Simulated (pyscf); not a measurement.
Structures and frequencies: ωB97X-D3(BJ)/def2-SVP in PySCF.

SMILES: [Ag][O][SiH3]
```xyz
6

Si     0.5852    -0.4274    -0.1740
O      1.4942     0.6361     0.6670
Ag     2.0213     0.4019     2.5997
H     -0.7987    -0.6035     0.3939
H      1.1793    -1.8112    -0.2173
H      0.4161     0.0145    -1.5959
```
Charge 0, spin multiplicity 1.

### Question
How much does it cost (ΔH, 298 K, ωB97M-D3(BJ)/def2-TZVP) to split `[SiH3][O][Ag]` at its Ag–O bond into •O–SiH₃ + Ag•?

### Answer
Ag–O to •O–SiH₃ + Ag•: 2.69 eV. The 7 functionals that were run give +2.39 (B3LYP-D3(BJ)) to +2.75 eV (ωB97X-D3(BJ)/def2-TZVP). •O–SiH₃ lies 1.08 eV over its isomer HO–SiH₂• (electronic energy, ωB97M-D3(BJ)/def2-TZVP). Open-shell species with a d-block atom are single-reference here; other states, and whether the spin sits on metal or ligand, were not checked. Elements past Kr carry the def2 core potentials, without spin-orbit coupling.
